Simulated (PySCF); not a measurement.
2,2,2-trifluoroethanol (C2H3F3O), SMILES OCC(F)(F)F. The structure is a stationary point at B3LYP-D3(BJ)/def2-SVP. Other conformers were not sampled.

Give the equilibrium geometry at B3LYP-D3(BJ)/def2-SVP (PySCF confirms it by a frequency run) as Cartesian coordinates in Å. (The exact figures need the calculation; the answer reports its results.)

One answer among several that fit: 
```xyz
9

O     -1.9796    -0.0210     0.2825
C     -0.8161     0.7336     0.4460
C      0.4186    -0.0119    -0.0343
F      0.2701    -0.3692    -1.3294
F      1.5090     0.7653     0.0542
F      0.6467    -1.1289     0.6640
H     -2.0857    -0.2112    -0.6600
H     -0.6892     0.9417     1.5188
H     -0.8345     1.7033    -0.0890
```
Charge 0, spin multiplicity 1.
